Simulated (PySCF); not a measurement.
# B3LYP on Ti⁺ (titanium, charge +1)

Configuration: [Ar] 3d2 4s1, high-spin 4F determinant. Calculation: PySCF 2.14, in ANO-RCC-VTZP (6s5p3d2f1g, 59 functions); scalar relativity by spin-free X2C-1e.

```json
{
  "Total energy": "-853.491 hartree",
  "One-electron energy": "-1162.895 hartree",
  "Hartree (Coulomb) energy": "351.623 hartree",
  "Exchange-correlation energy": "-42.219 hartree",
  "⟨S²⟩": "3.7506",
  "⟨L²⟩": "12.007",
  "Sum of ⟨r⟩": "17.20 bohr",
  "Sum of ⟨r²⟩": "28.68 bohr²",
  "Langevin diamagnetic susceptibility": "-22.7 ×10⁻⁶ cm³/mol"
}
```

```csv
shell,electrons,mean orbital energy (hartree),"rms radius, mean of both spins (bohr)"
1s α,1,-180.23838,0.0804
1s β,1,-180.23647,0.0804
2s α,1,-20.38999,0.353
2s β,1,-20.36722,0.353
2p α,3,-16.91081,0.322
2p β,3,-16.89173,0.322
3s α,1,-2.72047,1.08
3s β,1,-2.64274,1.08
3p α,3,-1.80502,1.18
3p β,3,-1.72422,1.18
3d α,2,-0.51151,1.70
4s α,1,-0.41991,3.36
```

Densities and radii are taken from the X2C orbitals without a picture-change correction, which distorts them close to the nucleus.
